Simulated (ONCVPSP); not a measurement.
# lutetium: excitation energies, all-electron against ONCV

```
Element                 : lutetium (Lu)
Generator               : ONCVPSP 4.0.1
Type                    : optimised norm-conserving Vanderbilt (ONCV)
Functional              : PBEsol
Relativity              : scalar-relativistic
Frozen core             : [Kr]
Valence charge          : 35
Reference configuration : 4d10 4f13 5s2 5p6 5d2 6s2
Partial waves           : 5s+6s: rc 1.65 bohr, ncon 4, nbas 7, qcut 8.7 1/bohr, 2 projectors; 5p: rc 1.55 bohr, ncon 5, nbas 8, qcut 6.4 1/bohr, 2 projectors, debl 3 Ha; 4d+5d: rc 0.85 bohr, ncon 4, nbas 8, qcut 22.5 1/bohr, 3 projectors, debl 1.6 Ha; 4f: rc 1.00 bohr, ncon 4, nbas 9, qcut 19.3 1/bohr, 2 projectors, debl 2.8 Ha
Local potential         : polynomial inside 0.75 bohr (lpopt 3, dvloc0 2 Ha)
Core correction         : Teter function, fcfact 4.5, rcfact 1.7
```

Energies are relative to the spin-unpolarised reference configuration 4d10 4f13 5s2 5p6 5d2 6s2; without spin polarisation the order of configurations can differ from experiment.

| valence configuration | charge | ΔE all-electron (eV) | error AE − PS (meV) |
| --- | --- | --- | --- |
| 4d10 4f14 5s2 5p6 5d1 6s2 | 0 | -10.930 | -13 |
| 4d10 4f14 5s2 5p6 5d1 6s1 | +1 | -3.539 | -14 |
| 4d10 4f14 5s2 5p6 5d1 6s0 | +2 | 9.682 | -14 |

(1) What are ΔE and the potential's error for 4d10 4f13 5s2 5p6 5d2 6s1?

Levels in the configuration 4d10 4f14 5s2 5p6 5d1 6s1:

| level | all-electron (eV) | pseudo (eV) |
| --- | --- | --- |
| 4d | -198.496 | -198.375 |
| 4f | -16.383 | -16.427 |
| 5s | -67.827 | -67.789 |
| 5p | -38.420 | -38.446 |
| 5d | -7.903 | -7.888 |
| 6s | -10.228 | -10.225 |

Note: ghosts flagged at negative energy: s at -271.5 eV; GHOST(+) flagged for p at 145.4 eV. A true bound ghost makes a file unfit for plane-wave use.

Answers

(1) ΔE = 7.882 eV all-electron; the error (AE − PS) is -2.5 meV.
